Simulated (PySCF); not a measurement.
BF2, SMILES [B-](F)F (connectivity only; charge and spin as stated), charge -1, multiplicity 1.

Coordinates come from a PBE0-D3(BJ)/def2-TZVPD optimisation.

Calculation: PBE0/def2-TZVPD in PySCF.

Gas-phase values at a fixed geometry. A positive occupied level means that this level leaves the electron formally unbound; only the finite basis holds it.

Q: Estimate the frontier levels, gap, dipole moment and polarisability. (An estimate is asked for; the answer gives what the named calculation found.)

A: 
```
Property                                                          Result
------------------------------------------------  ----------------------
highest occupied level                                           0.57 eV
lowest empty level                                               4.43 eV
orbital gap                                                      3.87 eV
dipole moment about the centre of nuclear charge                  3.87 D
mean static polarisability                          61.4 bohr³ (9.10 Å³)
polarisability, principal values                  56.0, 62.3, 65.9 bohr³
```
